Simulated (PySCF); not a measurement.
A run for PySCF: D3(BJ) and D4 dispersion corrections on AlH3O3 (SMILES [OH][Al]([OH])[OH]), a point of a torsion scan.

```python
from pyscf import gto
from pyscf.dispersion import dftd3, dftd4

mol = gto.M(
    atom='''
    O    -1.43562067   -0.79846707   -0.22836768
    Al   -0.30752382    0.36431198   -0.57002087
    O    -0.00246069    0.80133684   -2.14299178
    O     0.52225912    1.10753371    0.65996583
    H    -2.04720758   -1.04406546    0.45014267
    H    -0.31768698    0.53066396   -2.99399852
    H     1.19719975    1.76992294    0.71024341
    ''',
    basis='def2-svp',
    charge=0, spin=0, verbose=0, max_memory=1800)
d3, d4 = {}, {}
for xc in ['hf', 'pbe', 'blyp', 'revpbe', 'tpss', 'r2scan', 'b3lyp', 'pbe0', 'bhlyp', 'camb3lyp', 'b2plyp']:
    d3[xc] = float(dftd3.DFTD3Dispersion(mol, xc=xc, version='d3bj', atm=False).get_dispersion()['energy'])
    print(f'D3(BJ) {xc:10s} {d3[xc]:14.8f} Eh')
for xc in ['hf', 'pbe', 'blyp', 'revpbe', 'tpss', 'r2scan', 'b3lyp', 'pbe0', 'bhlyp', 'camb3lyp', 'b2plyp']:
    d4[xc] = float(dftd4.DFTD4Dispersion(mol, xc={'camb3lyp': 'cam-b3lyp'}.get(xc, xc), atm=True).get_dispersion()['energy'])
    print(f'D4     {xc:10s} {d4[xc]:14.8f} Eh')
```

The log:

```
D3(BJ) hf            -0.02842588 Eh
D3(BJ) pbe           -0.00323046 Eh
D3(BJ) blyp          -0.00712069 Eh
D3(BJ) revpbe        -0.00797467 Eh
D3(BJ) tpss          -0.00412073 Eh
D3(BJ) r2scan        -0.00088815 Eh
D3(BJ) b3lyp         -0.00587563 Eh
D3(BJ) pbe0          -0.00284665 Eh
D3(BJ) bhlyp         -0.00483142 Eh
D3(BJ) camb3lyp      -0.00265831 Eh
D3(BJ) b2plyp        -0.00283859 Eh
D4     hf            -0.01339220 Eh
D4     pbe           -0.00378450 Eh
D4     blyp          -0.00836340 Eh
D4     revpbe        -0.01130882 Eh
D4     tpss          -0.00510075 Eh
D4     r2scan        -0.00088965 Eh
D4     b3lyp         -0.00613325 Eh
D4     pbe0          -0.00317254 Eh
D4     bhlyp         -0.00472849 Eh
D4     camb3lyp      -0.00321059 Eh
D4     b2plyp        -0.00262017 Eh
```

The run finished.

Cost: around 0.04 core-seconds (rough).
